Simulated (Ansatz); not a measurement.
Cost and result for the atomization energy of GeH6OSSi, SMILES `O[SiH2][S][GeH3]` (10 atoms, 9 bonds).

```xyz
10

O     0.7457    0.0225   -2.3060
Si    1.0762    0.6381   -0.8209
S     1.0910   -0.8357    0.7193
Ge   -1.0049   -0.5724    1.4247
H    -0.0242   -0.5413   -2.3956
H     0.0776    1.6738   -0.4391
H     2.4337    1.2107   -0.9287
H    -1.2930   -1.7671    2.3417
H    -1.1421    0.7527    2.1866
H    -1.9599   -0.5811    0.2181
```

Charge 0, multiplicity 1. Correlated methods include outer-core shells of Ge, which these sets cover unevenly. Scalar relativity is left out up to krypton. The geometry is a stationary point of PBE0-D4/def2-TZVP. It is one conformer, not always the lowest. Program: Ansatz. All runs use 4 threads of a server CPU on a shared host. Times are those of one run each, without the atoms' runs, and a repeat can differ threefold. Electronic energies, without spin–orbit coupling; frozen cores. CCSD(T)/CBS adds CCSD(T) − MP2 in def2-TZVPP to the MP2 limit, and its time is that of the two runs behind it. T1 = 0.012. With those shells the extrapolation isn't a true limit. B3LYP takes the VWN-RPA correlation (the form of Gaussian; ORCA's B3LYP/G).

CCSD(T)/CBS is a level of theory with its own doubt, some kJ/mol a heavy atom from the limit and from the frozen cores, so smaller differences don't rank the functionals.

| level | functions | wall time | atomization (kJ/mol) | difference from CCSD(T)/CBS | per bond |
| --- | --- | --- | --- | --- | --- |
| PBE-D4/def2-TZVPP (with forces) | 247 | 3.3 s | 3091.5 | -32.1 | -3.6 |
| PBE0-D4/def2-TZVPP | 247 | 4.3 s | 3060.8 | -62.8 | -7.0 |
| r2SCAN-D4/def2-TZVPP (with forces) | 247 | 7 s | 3110.5 | -13.1 | -1.5 |
| B3LYP-D4/def2-TZVPP (with forces) | 247 | 7 s | 3080.0 | -43.6 | -4.9 |
| B2PLYP/def2-TZVPP | 247 | 7.5 s | 3050.5 | -73.1 | -8.1 |
| ωB97X-V/def2-TZVPP | 247 | 11 s | 3129.3 | 5.7 | 0.6 |
| ωB97M-V/def2-TZVPP (with forces) | 247 | 17 s | 3105.8 | -17.8 | -2.0 |
| MP2/def2-QZVPP | 466 | 29 s | 3105.9 | -17.7 | -2.0 |
| CCSD(T)/def2-TZVPP | 247 | 3.7 min | 3037.9 | -85.7 | -9.5 |
| CCSD(T)/CBS(def2) | – | 4.2 min | 3123.6 | 0.0 | 0.0 |

In def2-TZVPP, CCSD(T) changes the Hartree–Fock value by +791.3 kJ/mol (the triples alone add +42.4 kJ/mol) and MP2 by +808.7 kJ/mol; breaking electron pairs costs correlation energy, which Hartree–Fock lacks. From PBE to PBE0 (25 % exact exchange), in def2-TZVPP and without D4, the atomization energy moves by −27.1 kJ/mol: exact exchange takes away binding that semilocal exchange gives to molecules. The D4 term adds +40.1 kJ/mol with B3LYP and +21.0 kJ/mol with PBE0; it sums over pairs of atoms, weighted by their polarisabilities, and B3LYP, whose exchange is more repulsive, gets the larger term.
